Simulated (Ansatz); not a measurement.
`CCB(O)O[SiH3]` + `[OH][Ga]([OH])[Cl]` → `[OH][Ga]([Cl])[O][SiH3]` + `CCB(O)O`  (ligand exchange at the Si–O bond)

Calculated with Ansatz (gas phase, PBE0-D4/def2-TZVP geometries, no zero-point term in ΔE). CCSD(T)/CBS is the MP2 limit (def2-TZVPP, def2-QZVPP) plus CCSD(T) − MP2 in def2-TZVPP, frozen cores. Functionals use def2-TZVPP. For Ga outer-core shells are correlated without core-valence functions, which leaves a few kJ/mol of doubt a bond. Scalar relativity is left out up to krypton. Each species was taken in one conformer, which may not be the lowest.

```
             level  ΔE (eV)
            PBE-D4    -0.09
           ωB97M-V    -0.11
            B2PLYP    -0.12
SCS-MP2/def2-TZVPP    -0.13
   CCSD/def2-TZVPP    -0.13
CCSD(T)/def2-TZVPP    -0.13
     HF/def2-QZVPP    -0.16
    MP2/def2-QZVPP    -0.11
```

Q: What does CCSD(T)/CBS give? (An estimate is asked.)

A: Ansatz gave: -0.11 eV. The listed levels differ from it by 0.02, 0.00, -0.01, -0.02, -0.02, -0.02, -0.05, 0.00 eV.

Largest T1 diagnostic among the species: 0.013.
